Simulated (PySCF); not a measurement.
# One molecule, several mistakes: GeH6O2Si

These are calculations, not measurements. The program is PySCF 2.14.0, an open-source quantum chemistry code, run on an isolated molecule that a program drew, which may never have been made. The molecule is GeH6O2Si (charge 0, singlet), drawn as the SMILES string `[OH][GeH]([OH])[SiH3]`.

Each row is a Hartree-Fock (HF) and frozen-core CCSD(T) single point in the cc-pV(D+d)Z basis, meant for a local HF minimum. Run 1 is clean. Each other run has one planted mistake out of seven kinds, and not every kind appears here: one electron removed, one electron added, multiplicity raised by two, geometry at a saddle point, minimal basis STO-3G, one bond length entered in bohr, all coordinates scaled. The reference is restricted for singlets and unrestricted otherwise, and also for a bond in bohr. Adding or removing an electron swaps singlet and doublet. Electrons count all cores. HOMO and LUMO are orbital energies over both spins, the gradient is its largest component, and the lowest frequency (negative if imaginary) is given only where the gradient is small. Bond lengths are over the 9 bonds as drawn. T1 is the CCSD diagnostic: over 0.02 (restricted) or 0.045 (unrestricted) a single reference is doubtful. Germanium has the cc-pVDZ-PP basis, with a core potential (ECP10MDF) in place of its 10 inner electrons, and its 3s, 3p and 3d shells are frozen in CCSD(T).

Geometry of the clean run:
```xyz
10
GeH6O2Si, angstrom
O    -1.2010   -2.0521   -0.9855
Ge   -0.1470   -0.6183   -0.9237
O     1.5463   -1.1605   -0.8246
Si   -0.6136    0.5796   -2.9480
H    -1.1475   -2.6232   -0.2317
H    -0.3448    0.1269    0.3948
H     1.8449   -1.6821   -1.5560
H    -0.2604   -0.2721   -4.1064
H     0.1985    1.8173   -2.9854
H    -2.0494    0.9316   -3.0019
```

```
run,electrons,basis functions,<S^2>,HOMO (eV),LUMO (eV),gradient (hartree/bohr),lowest frequency (cm^-1),mean bond (Å),longest bond (Å),T1,HF (hartree),CCSD(T) (hartree),mistake
1,68,104,0.000,-10.89,3.34,2.7e-05,91,1.5357,2.398,0.0138,-735.58046,-736.21511,no fault
2,69,104,0.758,2.42,8.46,4.8e-02,-,1.5357,2.398,0.0222,-735.47373,-736.12764,one electron added
3,68,104,0.821,-11.05,2.50,2.4e-02,-,1.6293,2.398,0.0539,-735.44963,-736.07176,one bond length entered in bohr
4,68,104,2.017,-4.00,-2.37,3.2e-02,-,1.5357,2.398,0.0311,-735.34014,-735.97781,?
5,67,104,0.773,-16.62,-7.32,1.1e-01,-,1.5357,2.398,0.0963,-735.22503,-735.84165,?
```

**Which mistake was planted in run 4, and what did it cost?**

Electrons, basis and geometry are unchanged, and <S^2> is 2.017, beside S(S+1) = 2.00 for a multiplicity of 3. So the mistake is: multiplicity raised by two. Subtracting run 1 and multiplying by 627.51 kcal/mol a hartree, the energy moved by 150.8 kcal/mol in HF and 148.9 kcal/mol in CCSD(T).

**Which mistake was planted in run 5, and what did it cost?**

It counts 67 electrons, one fewer than the clean run, at the same geometry and basis. So the mistake is: one electron removed. Subtracting run 1 and multiplying by 627.51 kcal/mol a hartree, the energy moved by 223.0 kcal/mol in HF and 234.3 kcal/mol in CCSD(T).

Cautions from the logs. Run 2: the HOMO is above zero, so the electron isn't bound and the energy depends on the basis; run 3: T1 is over the limit, so its CCSD(T) energy is less reliable; run 5: T1 is over the limit, so its CCSD(T) energy is less reliable.
